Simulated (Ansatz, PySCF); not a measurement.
Gas-phase reaction in SMILES: CC(C)CO + 4 [H][H] (H2) -> 4 C (CH4) + O (H2O)
Structures are relaxed separately at B3LYP-D3(BJ)/def2-TZVP in Ansatz (a first-principles code), one conformer each, not searched for the lowest. Frequencies are from Ansatz or PySCF.

Property: energy of full hydrogenation (enthalpy at 298 K, with B3LYP-D3(BJ) rigid-rotor harmonic-oscillator terms), in kJ/mol. Cores are frozen in the correlated levels unless marked. No spin-orbit coupling. Non-relativistic. Basis-set limits of correlation are two-point, X^-3; Hartree-Fock from the larger set.

| level | program | energy of full hydrogenation (kJ/mol) |
|---|---|---|
| B3LYP/def2-TZVPD | Ansatz | -286.4 |
| PBE0-D3(BJ)/def2-TZVP | Ansatz + dftd3 | -252.6 |
| PBE0-D3(BJ)/def2-TZVPD | Ansatz + dftd3 | [?] |
| HSE06-D4/def2-TZVPD | Ansatz + dftd4 | -257.9 |
| CAM-B3LYP/def2-TZVPD | Ansatz | -277.6 |
| LC-wPBE/def2-TZVPD | Ansatz | [?] |
| wB97X/def2-TZVPD | Ansatz | -269.0 |
| B2GP-PLYP-D3(BJ)/def2-TZVPD | Ansatz + dftd3 | [?] |
| B2PLYP-D3(BJ)/def2-TZVPD | Ansatz + dftd3 | [?] |
| SCS-MP2/cc-pVQZ | Ansatz | -256.0 |
| CCSD/STO-3G | Ansatz | -145.7 |
| CCSD/6-31G* | Ansatz | -216.8 |
| CCSD/cc-pVTZ | Ansatz | -267.1 |
| CCSD(T) with core electrons/cc-pwCVTZ | Ansatz | -254.7 |
| CCSD(T)/CBS(cc-pVTZ,cc-pVQZ) | Ansatz | -254.5 |

What belongs in the gaps?


- PBE0-D3(BJ)/def2-TZVPD, energy of full hydrogenation (kJ/mol): -257.5
- LC-wPBE/def2-TZVPD, energy of full hydrogenation (kJ/mol): -270.3
- B2GP-PLYP-D3(BJ)/def2-TZVPD, energy of full hydrogenation (kJ/mol): -255.1
- B2PLYP-D3(BJ)/def2-TZVPD, energy of full hydrogenation (kJ/mol): -256.4
